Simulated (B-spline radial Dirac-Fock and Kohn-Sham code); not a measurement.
## Binding energies of Cs²³⁺

System: cesium as Cs²³⁺, 1s2 2s2 2p6 3s2 3p6 3d10 4s2 4p2; nuclear rms radius 4.8041 fm (A = 133).

Input file task.json (cfg lists n, l and occupation; rrms is the nuclear radius in fm):

```json
{"items": [{
  "Z": 55,
  "q": 23,
  "cfg": [[1, 0, 2], [2, 0, 2], [2, 1, 6], [3, 0, 2], [3, 1, 6], [3, 2, 10], [4, 0, 2], [4, 1, 2]],
  "A": 133,
  "rrms": 4.8041,
  "do": ["binding"]
}]}
```

Run with: `python xray_run.py task.json out`

Calculated with a radial finite-basis atomic code, using Dirac-Fock energy differences between relaxed states, corrected for Breit and QED terms. The model has no electron correlation. Energies are counted from the vacuum level.

All terms are in eV, carry their sign (relaxation lowers the binding energy) and add up to the binding energy; ⟨r⟩ is the mean radius of the orbital in the initial state.

```
subshell  −ε (Koopmans)  relaxation   Breit  self-energy  vacuum polarisation  binding energy  ⟨r⟩ (bohr)
      1s        36896.4      -50.80  -86.89       -51.71                 7.38         36714.4       0.026
      2s         6472.6      -20.76   -8.62        -6.55                 0.87          6437.5       0.111
   2p1/2         6117.5      -24.18  -14.32         0.39                -0.02          6079.3       0.094
   2p3/2         5762.9      -22.81   -9.41        -0.22                -0.05          5730.4       0.100
      3s         1901.5       -4.05   -1.51        -1.40                 0.18          1894.7       0.294
   3p1/2         1752.0       -4.60   -2.54         0.08                -0.01          1744.9       0.284
   3p3/2         1680.4       -4.20   -1.56        -0.04                -0.01          1674.6       0.295
   3d3/2         1425.4       -5.45   -1.01         0.13                -0.01          1419.0       0.265
   3d5/2         1410.2       -5.28   -0.61         0.09                -0.01               ?       0.269
      4s          808.7       -0.37   -0.43        -0.38                 0.05           807.6       0.625
      4p          742.5       -0.35   -0.51         0.00                 0.00           741.6       0.648
```

Task: Which binding energy belongs in the row of 3d5/2?

Result: 1404.4 eV, the sum of the terms in that row (to rounding).

For the deepest level, K (1s), the Breit terms make up -0.237 % of the binding energy, QED -0.121 % and orbital relaxation -0.138 %.

Spin-orbit splittings: 2p 348.9 eV, 3p 70.33 eV, 3d 14.61 eV.

Going to the tabulated ground configuration of the next ion removes an electron from N2,3 (4p), computed at 741.6 eV. NIST lists 753 ± 4 eV as the ionisation energy of this species (theoretical), +11.38 eV from the computed value. Where a p, d or f shell is open in either ion the computed value averages over both j values and all terms, while the table refers to the lowest levels; that difference holds spin-orbit splitting (largest in heavy or highly charged ions), term energies where several electrons share open shells, and correlation, and it can reach 10 % or more.
